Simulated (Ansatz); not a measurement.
`B[Se][GeH3]` + `[SiH3]Cl` → `B[Se][SiH2]Cl` + GeH₄  (formal exchange of groups at the Se–Ge bond)

Computed with Ansatz on PBE0-D4/def2-TZVP structures; ΔE is electronic, products minus reactants. CCSD(T)/CBS adds triple-zeta CCSD(T) − MP2 to the extrapolated MP2 energy (def2 sets, frozen cores). This one scheme is used for every species. For Ge, Se outer-core shells are correlated without core-valence functions, which leaves a few kJ/mol of doubt a bond. Scalar relativity is left out up to krypton. One conformer a species, not always the lowest.

`B[Se][GeH3]`:

```xyz
8

B    -1.452   -1.121    0.180
Se   -0.597    0.107    1.356
Ge    1.114    0.878   -0.092
H    -1.070   -1.281   -0.938
H    -2.386   -1.712    0.626
H     2.232   -0.171   -0.155
H     1.649    2.187    0.503
H     0.510    1.112   -1.481
```

`[SiH3]Cl`:

Z-matrix (Å, degrees):
```
Si
Cl 1 2.054
H 1 1.481 2 108.5
H 1 1.481 2 108.5 3 -120.0
H 1 1.481 2 108.5 3 120.0
```

`B[Se][SiH2]Cl`:

```xyz
8

B     1.064    1.345   -0.584
Se    1.173    0.177    0.928
Si   -0.787   -0.935    0.577
Cl   -0.542   -2.469   -0.762
H     1.971    2.103   -0.731
H     0.129    1.306   -1.321
H    -1.214   -1.524    1.865
H    -1.794   -0.004    0.027
```

GeH₄:

```xyz
5

Ge    0.000    0.000    0.000
H     0.270   -0.969    1.158
H     0.284    1.436    0.458
H    -1.467   -0.117   -0.434
H     0.913   -0.349   -1.183
```

```csv
species,MP2/def2-QZVPP energy (Eh)
`B[Se][GeH3]`,-4504.14590
`[SiH3]Cl`,-750.62061
`B[Se][SiH2]Cl`,-3176.50420
GeH₄,-2078.26484
```

Q: Work out ΔE.

A: ΔE = (-3176.50420) + (-2078.26484) − (-4504.14590) − (-750.62061) = -0.00253 Eh = -6.6 kJ/mol. CCSD(T)/CBS gives -6.1 kJ/mol.

Largest T1 diagnostic among the species: 0.013.

The D4 term adds −4.2 kJ/mol with B3LYP and −2.3 kJ/mol with PBE0; it sums over pairs of atoms, weighted by their polarisabilities, and B3LYP, whose exchange is more repulsive, gets the larger term. In def2-TZVPP, CCSD(T) changes the Hartree–Fock value by −7.9 kJ/mol (the triples alone add −1.4 kJ/mol) and MP2 by −9.5 kJ/mol.

B3LYP here is the variant with VWN-RPA as its local correlation; programs differ in this.
